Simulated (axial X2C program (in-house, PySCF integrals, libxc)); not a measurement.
**Worked dissociation energy of CaSb: HF, with spin–orbit coupling**

All values were computed with an in-house relativistic program for diatomic molecules. Two-component (2c) means X2C with spin–orbit coupling and atomic mean-field two-electron Coulomb and Gaunt terms. Basis: Sb dyall-cv3z [11s12p8d4f1g], Ca dyall-cv3z [11s12p6d4f] (cores contracted in-house); Gaussian nuclei, density fitting, unrestricted open shells. Masses: Sb 120.904 u, Ca 39.963 u.

Molecular state: Ω = 3/2 (⟨Sz⟩ = 1.41, ⟨Lz⟩ = 0.09 at HF).

| Property | Result |
| --- | --- |
| E(Sb) (2M_J = 3) | -6475.313142 hartree |
| E(Ca) (2M_J = 0) | -679.502358 hartree |
| E(CaSb) at Re | -7154.835360 hartree |
| ωe | 174.5 cm⁻¹ |
| ωexe | 0.755 cm⁻¹ |

Question: Work out De and D0.

Answer: De = -6475.313142 + (-679.502358) − (-7154.835360) = 0.01986 hartree = 0.540 eV. The zero-point energy is ωe/2 − ωexe/4 = 87 cm⁻¹ = 0.011 eV, so D0 = 0.530 eV.

The state is a single determinant with fixed occupations, the lowest that a limited PBE0 search found. Dissociation energies refer to the lowest single-determinant-based atoms at the same level and basis. Other states lie close and PBE0, whose exact exchange favours high spin, may order them wrongly; the determinant shown need not be the ground state. The nearest other 2c determinant of the search, Ω = 1/2, lies 0.13 eV up at the distance of the search. With several unpaired electrons one determinant need not be a pure state. This is the top spin component of a Σ state; components of lower Ω are not single determinants and can lie lower. The stretched end of a curve changes character and is left out.

Hartree–Fock lacks correlation and underbinds, often by eV.

Each atomic determinant is the lowest at this level and need not be a pure J level. Totals compare only within one Hamiltonian and basis.
